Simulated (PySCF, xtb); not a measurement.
Re(O)3(Me) (CH3O3Re), SMILES [O]=[Re]([CH3])(=[O])=[O], multiplicity 1.

GFN2-xTB in xtb 6.7.1 at its own geometry gives an orbital gap of 3.18 eV and a dipole moment of 2.83 D.

Coordinates come from a PBE-D3(BJ)/def2-SVP optimisation. The spin state was assumed, not searched. The isomer is the one that the SMILES or the coordinates give; other isomers of the formula were not compared. The def2 effective core potentials stand for the cores of Re; spin–orbit coupling is left out.

Task: What does PBE/def2-TZVP in PySCF give? (An estimate is asked for; the answer gives what the named calculation found.)

Result: gap 4.15 eV (levels -8.00 and -3.84 eV), dipole 3.13 D.
